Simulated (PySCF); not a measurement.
## Correlation energy of Cr (chromium, neutral)

[Ar] 3d5 4p1, high-spin 7P determinant (an excited configuration). Computed with PySCF 2.14 in def2-TZVPPD (6s6p4d2f1g, 67 functions), with the non-relativistic Hamiltonian (point nucleus). Frozen: [Ar]; 6 electrons correlated.

```
  level  correlation energy (mhartree)
   CCSD                         -90.95
    (T)                          -2.86
CCSD(T)                         -93.81
```

Diagnostics: T1 = 0.063, D1 = 0.2051, largest double amplitude 0.061.

T1 exceeds 0.03, a sign that the reference determinant is poor.

Cost of the coupled-cluster step: of the order of 6 core-seconds, for 6 correlated electrons.

Iterations:

```
CC2 = 0
CCSD nocc = (np.int64(6), np.int64(0)), nmo = (58, 58)
frozen orbitals [[0, 1, 2, 3, 4, 5, 6, 7, 8], [0, 1, 2, 3, 4, 5, 6, 7, 8]]
max_cycle = 100
direct = 0
conv_tol = 1e-08
conv_tol_normt = 1e-06
diis_space = 8
diis_start_cycle = 0
Init t2, MP2 energy = -0.0823963663184166
Init E_corr(UCCSD) = -0.0823963663268409
cycle = 1  E_corr(UCCSD) = -0.087412056599684  dE = -0.00501569027  norm(t1,t2) = 0.0438285
cycle = 2  E_corr(UCCSD) = -0.0888207132427783  dE = -0.00140865664  norm(t1,t2) = 0.0226349
cycle = 3  E_corr(UCCSD) = -0.0898088986280385  dE = -0.000988185385  norm(t1,t2) = 0.0166737
cycle = 4  E_corr(UCCSD) = -0.0901044985860523  dE = -0.000295599958  norm(t1,t2) = 0.0104084
cycle = 5  E_corr(UCCSD) = -0.0902566710406146  dE = -0.000152172455  norm(t1,t2) = 0.00900187
cycle = 6  E_corr(UCCSD) = -0.0907055966777352  dE = -0.000448925637  norm(t1,t2) = 0.00646278
cycle = 7  E_corr(UCCSD) = -0.0907338456408597  dE = -2.82489631e-05  norm(t1,t2) = 0.00424192
cycle = 8  E_corr(UCCSD) = -0.0907921138098322  dE = -5.8268169e-05  norm(t1,t2) = 0.00369424
cycle = 9  E_corr(UCCSD) = -0.0909173990241843  dE = -0.000125285214  norm(t1,t2) = 0.00227872
cycle = 10  E_corr(UCCSD) = -0.0909273960542236  dE = -9.99703004e-06  norm(t1,t2) = 0.0011593
cycle = 11  E_corr(UCCSD) = -0.0909422153746403  dE = -1.48193204e-05  norm(t1,t2) = 0.00050537
cycle = 12  E_corr(UCCSD) = -0.090948934769842  dE = -6.7193952e-06  norm(t1,t2) = 0.000219857
cycle = 13  E_corr(UCCSD) = -0.0909523540484271  dE = -3.41927859e-06  norm(t1,t2) = 7.19285e-05
cycle = 14  E_corr(UCCSD) = -0.090952264582453  dE = 8.94659741e-08  norm(t1,t2) = 1.74514e-05
cycle = 15  E_corr(UCCSD) = -0.0909519602837128  dE = 3.0429874e-07  norm(t1,t2) = 7.60596e-06
cycle = 16  E_corr(UCCSD) = -0.0909518333551317  dE = 1.26928581e-07  norm(t1,t2) = 2.85413e-06
cycle = 17  E_corr(UCCSD) = -0.090951792334786  dE = 4.10203457e-08  norm(t1,t2) = 1.23619e-06
cycle = 18  E_corr(UCCSD) = -0.0909517876503285  dE = 4.68445753e-09  norm(t1,t2) = 5.80463e-07
UCCSD converged
E(UCCSD) = -1043.329653451697  E_corr = -0.09095178765032846
UCCSD(T) correction = -0.0028641937492111
```
